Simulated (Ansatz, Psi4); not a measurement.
Psi4 was given this input:
```
memory 2 GB

molecule {
0 1
In    0.00000000    0.00000000    0.00000000
F    -1.67769182   -1.02031088    0.03026648
F     0.01519865    1.84496979   -0.67264826
F     1.66249317   -0.82465891    0.64238177
}

set {
  basis def2-svpd
  scf_type pk
  puream true
  d_convergence 1e-8
  dft_radial_points 99
  dft_spherical_points 590
}

energy('wb97x-v')
print_variables()
```

Q: Convert this to an input for Ansatz (an electronic-structure program).

A: One answer among several that fit: 
Ansatz 0.2 input:
```yaml
crystal:
  periodic: [false, false, false]
  atoms:
    - {symbol: In, position_ang: [0.00000000, 0.00000000, 0.00000000]}
    - {symbol: F, position_ang: [-1.67769182, -1.02031088, 0.03026648]}
    - {symbol: F, position_ang: [0.01519865, 1.84496979, -0.67264826]}
    - {symbol: F, position_ang: [1.66249317, -0.82465891, 0.64238177]}
basis:
  gaussian:
    orbitals: def2-SVPD
hamiltonian:
  xc: {name: wB97X-V}
accuracy: high
```

Both were run: Psi4 gave -489.397457 Eh and Ansatz -489.397440 Eh, 0.016 mEh apart.
